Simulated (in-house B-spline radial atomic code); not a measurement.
# Removing one electron from the gadolinium ion Gd⁶²⁺

Closed shell 1s2. Computed with a B-spline radial code for spherical atoms: Koopmans values of Dirac-Hartree-Fock plus a diagonal self-energy, in second order or with its direct term screened (direct RPA, with the hole-particle interaction, or full time-dependent Hartree-Fock), linearised in energy; no-pair Dirac-Coulomb Hamiltonian, finite nucleus. Shifts add to the Koopmans value (the ΔSCF shift is orbital relaxation alone); the final value takes TDHF screening with Breit and QED.

Command:
```bash
python run_mb.py task.json out
```
Settings (nuclear radius in fm, box in bohr, cutoff in hartree):
```
basis_form          2
Z                   64
core_configuration  1s2
rms_radius          5.1569
mass_number         158
speed_of_light      137.036
box_radius          2.188
lmax                7
intervals           56
virtual_cutoff      16384.0
```

Time taken, with all properties: 0.7 s on 1 thread of Arm Neoverse N1 (shared host).

Energies in eV:

```json
{"subshell": "1s1/2", "Koopmans": "57957.97", "ΔSCF shift": "-1.860", "second order": "?", "direct RPA": "?", "hole-particle": "?", "TDHF": "?", "Breit + QED": "?", "final": "?"}
```

Q: What does the self-energy do to 1s1/2?

A: It shifts the removal energy by -0.630 eV in second order, -0.597 with direct RPA, -0.636 with the hole-particle term and -0.643 with TDHF screening (quasi-particle weight 1.000); Breit and QED add -175.707 eV. The final value is 57781.62 eV, against 57783.91 ± 0.08 eV (NIST, tabulated theory). Recoil and two-electron QED terms are left out.
